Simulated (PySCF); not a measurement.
Species: C₅H₇F₃.
Structure used (PBE0-D3(BJ)/def2-SVP), in Å, numbered top down from 1:
```xyz
15
C5H7F3 angstrom
C     -1.7232   -0.8362   -0.3334
C     -0.4558   -0.0826   -0.0558
C      0.7396   -0.6767   -0.1615
C      2.0978   -0.1031    0.0735
F      2.9405   -0.6073   -0.8642
F      2.5664   -0.5088    1.2815
C     -0.7092    1.3441    0.3288
F      0.4069    2.0484    0.6888
H     -2.3837   -0.8442    0.5498
H     -2.2932   -0.3653   -1.1521
H     -1.5161   -1.8761   -0.6167
H      0.7724   -1.7379   -0.4331
H      2.1473    0.9913    0.0324
H     -1.1958    1.8680   -0.5148
H     -1.4188    1.3634    1.1762
```

Level: PBE0/pcSseg-1 and wB97X-D/def2-SVPD in PySCF, non-relativistic, on one gas-phase PBE0-D3(BJ)/def2-SVP geometry that isn't relaxed in the solvent. The solvent is an IEF-PCM continuum (Bondi radii, 1.10 Å for H, scaled by 1.2). The model holds no explicit solvent molecules, cavitation or dispersion.

Gas phase at PBE0/pcSseg-1: HOMO -7.85 eV, LUMO -0.42 eV, dipole 4.15 D.

Problem. What does the continuum do to the energy, the frontier levels and the dipole at PBE0/pcSseg-1 in tetrahydrofuran and methanol?

Solution. 
| solvent | ε | E(solvent) − E(gas) (kcal/mol) | polarisation term (kcal/mol) | distortion of the solute (kcal/mol) | HOMO (eV) | LUMO (eV) | dipole (D) |
| --- | --- | --- | --- | --- | --- | --- | --- |
| tetrahydrofuran | 7.426 | -4.77 | -5.41 | 0.64 | -7.64 | -0.21 | 5.03 |
| methanol | 32.61 | -5.67 | -6.59 | 0.92 | -7.62 | -0.18 | 5.20 |

Polarisation term: ½ Σ q·V over the induced surface charges. Distortion: the rise of the solute's own energy as its density leaves the gas-phase optimum. From tetrahydrofuran to methanol the lowering changes by a factor 1.19, Onsager's factor (ε − 1)/(2ε + 1) by 1.18 and ε itself by 4.4.

Problem. Which radius a makes the point-dipole formula ΔE = −[(ε − 1)/(2ε + 1)]·μ²/a³ give the value in methanol, with the gas-phase dipole?

Solution. μ = 1.632 au and |ΔE| = 0.00904 Eh give a = 2.75 Å; the farthest nucleus lies 3.13 Å from the centroid of the nuclei, so such a sphere wouldn't even hold the nuclei. The formula assumes a rigid point dipole at the centre of a sphere.

Problem. Give the dipole vector in the frame of the coordinates (D, pointing from negative to positive charge), gas and methanol.

Solution. Gas (-4.07, 0.28, -0.77), solvent (-5.10, 0.46, -0.93). Its length changes by +25 % and its direction by 1°.

Problem. Which ESP-fitted charges (PBE0/pcSseg-1) respond most in methanol (means over atoms taken as equivalent)?

Solution. 
```
     atoms                      environment  gas (e)  solvent (e)  change
        C3                 alkene CH carbon   -0.464       -0.498  -0.034
        C1                   allylic carbon   -0.650       -0.681  -0.031
        F8                   alkyl fluorine   -0.217       -0.243  -0.026
     F5/F6          fluorine of a CF2 group   -0.231       -0.253  -0.022
   H14/H15               methylene hydrogen   +0.098       +0.118  +0.020
H9/H10/H11                  methyl hydrogen   +0.184       +0.200  +0.016
        C2  fully substituted alkene carbon   +0.282       +0.296  +0.014
       H13                 methine hydrogen   +0.086       +0.098  +0.012
       H12                 vinylic hydrogen   +0.222       +0.231  +0.009
        C4                      CHF2 carbon   +0.435       +0.444  +0.009
        C7                   sp3 C–F carbon   +0.021       +0.020  -0.001
```

Gas phase at wB97X-D/def2-SVPD: HOMO -9.75 eV, LUMO 1.30 eV, dipole 4.27 D.

Problem. What does the continuum do to the energy, the frontier levels and the dipole at wB97X-D/def2-SVPD in methanol?

Solution. 
```tsv
solvent	ε	E(solvent) − E(gas) (kcal/mol)	polarisation term (kcal/mol)	distortion of the solute (kcal/mol)	HOMO (eV)	LUMO (eV)	dipole (D)
methanol	32.61	-5.85	-6.90	1.05	-9.51	1.54	5.41
```

Problem. How does the static polarisability (wB97X-D/def2-SVPD, frozen core, with the continuum's full static response) change?

Solution. 
```csv
medium,isotropic (au),principal values (au),⟨r²⟩ of the electrons (bohr²)
gas,65.1,"51.6, 61.8, 81.9",1112.2
methanol,85.0,"69.5, 79.4, 106.0",1111.5
```

The isotropic value in methanol is 1.31 times the gas-phase one; no cavity-field correction is applied. ⟨r²⟩ is taken about the centre of nuclear charge.

On Intel Xeon at 2.50 GHz, one thread, no GPU (shared host), this took 61 s wall and 0.91 GiB of memory at its peak. This is the whole shielding run at PBE0/pcSseg-1 in methanol, SCF included.

The pairwise dispersion term of wB97X-D wasn't added to the energies; at a given geometry it leaves orbitals and properties as they are.
